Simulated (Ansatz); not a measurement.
One change: `CC(=O)[SiH3]` becomes `CC(=O)O[SiH3]`.

Ansatz, PBE0-D4/def2-TZVP geometries, multiplicity 1. 

```json
{"property": "ideal-gas entropy at 298 K and 1 bar (rigid rotor, harmonic PBE0-D4/def2-TZVP) / J/(mol·K)", "`CC(=O)[SiH3]`": "333"}
{"property": "HOMO–LUMO gap (ωB97M-V/def2-TZVPP) / eV", "`CC(=O)[SiH3]`": "10.25"}
{"property": "size of the dipole moment (PBE/def2-TZVPP) / D", "`CC(=O)[SiH3]`": "2.33"}
{"property": "LUMO energy (B3LYP/def2-TZVPP) / eV", "`CC(=O)[SiH3]`": "-1.50"}
{"property": "LUMO energy (ωB97M-V/def2-TZVPP) / eV", "`CC(=O)[SiH3]`": "0.99"}
{"property": "size of the dipole moment (B3LYP/def2-TZVPP) / D", "`CC(=O)[SiH3]`": "2.51"}
```

Task: What does the change do to each property? (An estimate is asked.)

Result: The calculation gave: 
| property | `CC(=O)O[SiH3]` | shift |
| --- | --- | --- |
| ideal-gas entropy at 298 K and 1 bar (rigid rotor, harmonic PBE0-D4/def2-TZVP) / J/(mol·K) | 337 | 4 |
| HOMO–LUMO gap (ωB97M-V/def2-TZVPP) / eV | 12.53 | 2.28 |
| size of the dipole moment (PBE/def2-TZVPP) / D | 1.76 | -0.57 |
| LUMO energy (B3LYP/def2-TZVPP) / eV | -0.34 | 1.16 |
| LUMO energy (ωB97M-V/def2-TZVPP) / eV | 1.80 | 0.81 |
| size of the dipole moment (B3LYP/def2-TZVPP) / D | 1.81 | -0.70 |

With PBE0 the HOMO falls by 1.32 eV and the LUMO rises by 1.21 eV, so the gap widens by about 2.53 eV. PBE moves the HOMO by -1.08 eV and ωB97M-V by -1.48 eV. The zero-point energy changes by 18.0 kJ/mol with +3 modes. Dipoles are sizes alone; their direction can turn. Modes under 60 cm⁻¹, often nearly free rotors, make the harmonic entropy too high.

B3LYP here is the variant with VWN-RPA as its local correlation; programs differ in this.
